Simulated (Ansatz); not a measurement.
One geometry of PbCl₄, several levels of theory.

```yaml
crystal:
  periodic: [false, false, false]
  atoms:
    - {symbol: Pb, position_ang: [0.000018, 0.000002, -0.000002]}
    - {symbol: Cl, position_ang: [0.010959, -0.018065, 2.446733]}
    - {symbol: Cl, position_ang: [2.303342, 0.010812, -0.825729]}
    - {symbol: Cl, position_ang: [-1.161206, 2.001304, -0.795818]}
    - {symbol: Cl, position_ang: [-1.153104, -1.994052, -0.825184]}
basis:
  gaussian: {orbitals: def2-TZVP, initial_orbitals: start.molden}
hamiltonian: {xc: r2scan, dispersion: d4}
scf: {omitted_lower_state_checks: [starts]}
output: {orbitals: {seedname: orbitals}}
```

The file start.molden holds the orbitals of an earlier run on this structure, at another level or in another basis.

```sh
$ ansatz run in.yaml --threads 2 --pin off --events-out ev --progress --plain --max-ram 20480MiB --backend cpu
```

Output, abridged:

```
Functional definition: r2SCAN
1406 factors; their error is unknown
mean field evaluation 1: about -55343.1360 eV, gradient 1.2e1 eV
mean field evaluation 2: about -55343.1896 eV, gradient 1.2e-1 eV
mean field evaluation 4: about -55343.1748 eV, gradient 2.5e-4 eV
mean field -55343.17475859 eV, -2033.8241594271 hartree, gradient 1.5e-5 eV, S^2 0.000000; 0 other end points of the search recorded, 0 dependent functions left out
reference -55343.17477089 eV, -2033.8241598790 hartree; 45, 45 occupied and 153, 153 virtual orbitals, 1406 factors
Total energy: -55343.22898913 eV, -2033.8261523626 hartree
Checks for a lower state left out: starts
```

It took 6 s on 2 threads of AMD EPYC 7R13 on a shared host.

First input, but with `hamiltonian: {xc: {name: LC-wPBE}}` (abridged; 3.7 s):

```
Functional definition: LC-wPBE
mean field -55330.58378841 eV, -2033.3614498074 hartree, gradient 2.4e-5 eV, S^2 0.000000
Total energy: -55330.58378842 eV, -2033.3614498077 hartree
Checks for a lower state left out: starts
```

First input, but with `gaussian: {orbitals: def2-SVP, initial_orbitals: start.molden}`, `hamiltonian: {xc: pbe0, dispersion: d4}` (abridged; 1.8 s):

```
Functional definition: PBE0
mean field -55309.79636223 eV, -2032.5975259856 hartree, gradient 1.7e-5 eV, S^2 0.000000
Total energy: -55309.99873240 eV, -2032.6049629521 hartree
Checks for a lower state left out: starts
```

The first input with `hamiltonian: {xc: {name: wB97X-V}}` (abridged; 10 s):

```
Functional definition: wB97X-V
mean field -55335.40380716 eV, -2033.5385822291 hartree, gradient 1.6e-5 eV, S^2 0.000000
Total energy: -55335.40380507 eV, -2033.5385821526 hartree
Checks for a lower state left out: starts
```

As the first input, with `hamiltonian: {xc: lda}` (abridged; 1.4 s):

```
Functional definition: SPW92
mean field -55175.28047856 eV, -2027.6541584389 hartree, gradient 2.2e-5 eV, S^2 0.000000
Total energy: -55175.28052127 eV, -2027.6541600081 hartree
Checks for a lower state left out: starts
```

The first input with `hamiltonian: {xc: hse06, dispersion: d4}` (abridged; 4.2 s):

```
Functional definition: HSE06
mean field -55326.50123909 eV, -2033.2114188871 hartree, gradient 3.2e-5 eV, S^2 0.000000
Total energy: -55326.69723552 eV, -2033.2186216232 hartree
Checks for a lower state left out: starts
```

First input, but with `hamiltonian: {xc: pbe}`, `correlation: {method: rpa}` and without the key `output` (abridged; 5.5 s):

```
Functional definition: PBE
mean field -55324.49396448 eV, -2033.1376529059 hartree, gradient 6.4e-6 eV, S^2 0.000000
24 core orbitals not correlated: weight in the atoms' cores, before any rotation towards them, 1.000 or more for the frozen orbitals, at most 0.000 for the correlated occupied ones
Total energy: -55283.68941427 eV, -2031.6381133438 hartree
Checks for a lower state left out: starts
```

Geometry: PBE-D4/def2-SVP.

In the def2 sets Pb takes a core potential; there is no spin–orbit coupling. LC-ωPBE has ω = 0.4 bohr⁻¹. HSE06 is defined as in plane-wave codes, on full-range PBE exchange. Correlated methods freeze 24 core orbitals; core or outer-core shells of Pb are correlated, in sets that lack core-valence functions.
